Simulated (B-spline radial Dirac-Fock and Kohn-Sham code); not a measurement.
# Photoelectron lines of Dy⁷⁺ at 6000 eV

System: the Dy⁷⁺ ion, [Kr] 4d10 4f9 5s2 5p2.

Input file task.json (cfg lists n, l and occupation; rrms is the nuclear radius in fm):

```json
{"items": [{
  "Z": 66,
  "q": 7,
  "cfg": [[1, 0, 2], [2, 0, 2], [2, 1, 6], [3, 0, 2], [3, 1, 6], [3, 2, 10], [4, 0, 2], [4, 1, 6], [4, 2, 10], [4, 3, 9], [5, 0, 2], [5, 1, 2]],
  "A": 164,
  "rrms": 5.2218,
  "do": ["binding", "quiet", "photo"],
  "hv": [55.0, 70.8, 100, 105.0, 327.0, 600, 610.0, 831.0, 1090.0, 4000, 6000, 9251.7, 12000, 15000, 16300.0, 17479.3]
}]}
```

Run with: `python xray_run.py task.json out`

Level of theory: the independent-particle Dirac-Slater model, thresholds from Dirac-Fock; a radial B-spline solver. The asymmetry parameter β is from the dipole term alone. Kinetic energies are from the vacuum level. Open shells are spread statistically over j, without multiplet splitting.

The last column is dσ/dΩ = σ/(4π) · [1 − (β/2) P₂(cos θ)] at θ = 90° from the beam of unpolarised light.

```
subshell  electrons  binding (eV)  kinetic (eV)  σ (kb)     β  dσ/dΩ (kb/sr)
      3s          2        2160.7        3839.3    7.46  1.97          0.886
   3p1/2          2        1956.1        4043.9    9.20  1.59           1.02
   3p3/2          4        1789.2        4210.8    16.7  1.67           1.88
   3d3/2          4        1442.5        4557.5    8.87  1.21          0.920
   3d5/2          6        1407.0        4593.0    12.1  1.13           1.24
      4s          2         530.9        5469.1    1.91  1.97          0.227
   4p1/2          2         448.8        5551.2    2.04  1.60          0.227
   4p3/2          4         411.7        5588.3    3.61  1.69          0.408
   4d3/2          4         276.3        5723.7    1.63  1.20          0.168
   4d5/2          6         269.6        5730.4    2.21  1.11          0.224
   4f5/2       3.86         110.7        5889.3  0.0723  0.72        0.00679
   4f7/2       5.14         109.7        5890.3  0.0903  0.71        0.00846
      5s          2         146.8        5853.2   0.386  1.97         0.0459
   5p1/2       0.67         124.4        5875.6   0.123  1.60         0.0137
   5p3/2       1.33         118.1        5881.9   0.219  1.69         0.0248
```

Branching ratios of the spin-orbit partners (statistical value in brackets): 3p 1.81 (2.00), 3d 1.36 (1.50), 4p 1.77 (2.00), 4d 1.36 (1.50), 4f 1.25 (1.33), 5p 1.79 (2.00).

Values without a named source are computed, but for edge energies of neutral atoms, which are taken from tables.
